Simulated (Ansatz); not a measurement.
Ansatz (a first-principles code) input (PBE0/def2-QZVPP):
A basis named .json is the Basis Set Exchange file of that set.

Ansatz 0.2 input:
```yaml
crystal:
  periodic: [false, false, false]
  atoms:
    - {symbol: H, position_ang: [-0.00000000, -0.00000000, -2.38477291]}
    - {symbol: Be, position_ang: [-0.00000000, -0.00000000, -1.04618228]}
    - {symbol: Be, position_ang: [0.00000000, 0.00000000, 1.04618228]}
    - {symbol: H, position_ang: [0.00000000, 0.00000000, 2.38477291]}
basis:
  gaussian:
    orbitals: def2-QZVPP.json
hamiltonian:
  xc: {name: PBE0}
```

End of the output:

```
integrals: 0.02 GiB planned
460 factors; their error is unknown
mean field: 0.27 GiB planned
mean field evaluation 1: about -831.2529 eV, gradient 1.1e1 eV
mean field evaluation 2: about -831.6903 eV, gradient 3.0e0 eV
mean field evaluation 4: about -831.7323 eV, gradient 6.1e-2 eV
mean field evaluation 8: about -831.7299 eV, gradient 4.7e-5 eV
mean field -831.72988509 eV, -30.5655095104 hartree, gradient 7.9e-5 eV, S^2 0.000000; 0 other end points of the search recorded, 0 dependent functions left out
reference -831.72992346 eV, -30.5655109204 hartree; 5, 5 occupied and 127, 127 virtual orbitals, 460 factors
Total energy: -831.72992346 eV, -30.5655109204 hartree
```
